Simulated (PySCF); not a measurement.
Compound: C₄H₈BP.
Atom-mapped SMILES: `[CH:1]#[C:2]/[CH:3]=[CH:4]\[BH2-:5][PH3+:6]` (hydrogens: H7 on C1; H8 on C3; H9 on C4; H10, H11 on B5; H12, H13, H14 on P6)
Bond orders are those of one Lewis drawing.

Computed by this run: PBE0-D3(BJ)/def2-SVP geometry optimisation, gas phase (PySCF 2.14.0); density fitting, grid level 1; the optimiser is geomeTRIC in internal coordinates, started from a GFN2-xTB structure with every atom displaced at random (about 0.01 Å).

Step 2: E = -14224.5699 eV
```
atom  x, y, z in Å  |  force x, y, z in eV/Å
C1      2.1759    1.3238    0.8082   -0.020   0.004   0.008
C2      1.7538    0.2155    0.5369    0.137   0.037   0.061
C3      1.2686   -1.0888    0.2421   -0.199   0.016  -0.173
C4      0.2259   -1.3234   -0.5911    0.117  -0.081   0.127
B5     -0.6339   -0.2385   -1.3944   -0.024   0.005   0.009
P6     -1.6226    0.7253   -0.0234    0.016   0.007   0.012
H7      2.5619    2.3007    1.0327   -0.001  -0.007  -0.004
H8      1.7922   -1.9211    0.7301   -0.001   0.039   0.001
H9     -0.0366   -2.3836   -0.6994   -0.027  -0.004  -0.042
H10     0.0083    0.6601   -1.9214   -0.005  -0.012   0.009
H11    -1.5112   -0.6875   -2.1178    0.022   0.006   0.008
H12    -0.8397    1.3423    0.9798   -0.014   0.002   0.000
H13    -2.4576    1.8016   -0.4142    0.004  -0.009  -0.018
H14    -2.5268   -0.0208    0.7715   -0.005  -0.002   0.001
```

Step 3: E = -14224.5693 eV
```
atom  x, y, z in Å  |  force x, y, z in eV/Å
C1      2.2341    1.3156    0.8347    0.001   0.035   0.012
C2      1.7919    0.2206    0.5431   -0.103  -0.014  -0.094
C3      1.2757   -1.0705    0.2260    0.273  -0.089   0.216
C4      0.2257   -1.3179   -0.5830   -0.192   0.038  -0.172
B5     -0.6522   -0.2440   -1.3889    0.052  -0.046   0.121
P6     -1.6522    0.7271   -0.0320    0.024  -0.050  -0.042
H7      2.6395    2.2813    1.0770   -0.010  -0.043  -0.007
H8      1.8104   -1.9070    0.7000   -0.039   0.062  -0.018
H9     -0.0314   -2.3812   -0.6901    0.014   0.058  -0.002
H10    -0.0233    0.6552   -1.9236    0.040   0.037  -0.021
H11    -1.5212   -0.7079   -2.1068   -0.047  -0.014  -0.031
H12    -0.8883    1.3704    0.9675    0.016   0.017   0.019
H13    -2.4983    1.7828   -0.4501   -0.007   0.013  -0.010
H14    -2.5522   -0.0189    0.7657   -0.022  -0.005   0.029
```

Step 4: E = -14224.5719 eV
```
atom  x, y, z in Å  |  force x, y, z in eV/Å
C1      2.2042    1.3199    0.8191   -0.004   0.018   0.009
C2      1.7746    0.2179    0.5358   -0.027  -0.015  -0.040
C3      1.2736   -1.0807    0.2294    0.118  -0.046   0.093
C4      0.2242   -1.3263   -0.5842   -0.077   0.034  -0.085
B5     -0.6417   -0.2422   -1.3854    0.011  -0.032   0.067
P6     -1.6383    0.7275   -0.0254    0.008  -0.033  -0.023
H7      2.5987    2.2912    1.0542   -0.002  -0.016  -0.003
H8      1.8101   -1.9116    0.7079   -0.022   0.030  -0.005
H9     -0.0374   -2.3872   -0.6960    0.012   0.028   0.000
H10    -0.0032    0.6560   -1.9128    0.024   0.019  -0.011
H11    -1.5130   -0.6949   -2.1095   -0.031  -0.004  -0.018
H12    -0.8718    1.3587    0.9805    0.005   0.011   0.008
H13    -2.4746    1.7929   -0.4399   -0.002   0.007  -0.008
H14    -2.5474   -0.0154    0.7659   -0.013  -0.001   0.016
```

Question: Estimate the geometry and energy of step 5. (The exact step hangs on the optimiser's Hessian estimate; all steps are aligned on step 4, rigid shifts and turns removed.)

Answer: E = -14224.5721 eV, largest force 0.109 eV/Å
```
atom  x, y, z in Å  |  force x, y, z in eV/Å
C1      2.2074    1.3168    0.8148   -0.012  -0.002   0.002
C2      1.7790    0.2134    0.5347    0.027   0.012   0.021
C3      1.2798   -1.0860    0.2341   -0.069   0.061  -0.058
C4      0.2282   -1.3195   -0.5843    0.034  -0.067   0.019
B5     -0.6407   -0.2393   -1.3832    0.018   0.014   0.019
P6     -1.6432    0.7257   -0.0251    0.010  -0.003   0.003
H7      2.6018    2.2881    1.0468    0.004   0.007   0.000
H8      1.8089   -1.9176    0.7157    0.002  -0.009  -0.004
H9     -0.0341   -2.3786   -0.6993   -0.017  -0.021  -0.005
H10    -0.0027    0.6619   -1.9100   -0.007   0.004   0.005
H11    -1.5127   -0.6931   -2.1091    0.007   0.002   0.003
H12    -0.8798    1.3617    0.9811   -0.003   0.002   0.000
H13    -2.4807    1.7893   -0.4436    0.004  -0.006  -0.004
H14    -2.5532   -0.0170    0.7673    0.004   0.005   0.000
```

The energy changes by -0.0001 eV. The first-order estimate −F·Δx gives -0.0016 eV and the mean of the old and new forces, exact on a quadratic surface, -0.0001 eV. The step makes an angle of 75° with the force vector and moves no atom by more than 0.010 Å.

The cost below is that of the whole optimisation. Time: 74 s; peak memory 0.51 GiB. Hardware: one thread of an Arm Neoverse N1, shared host with 64 logical CPUs at a one-minute load of 30.
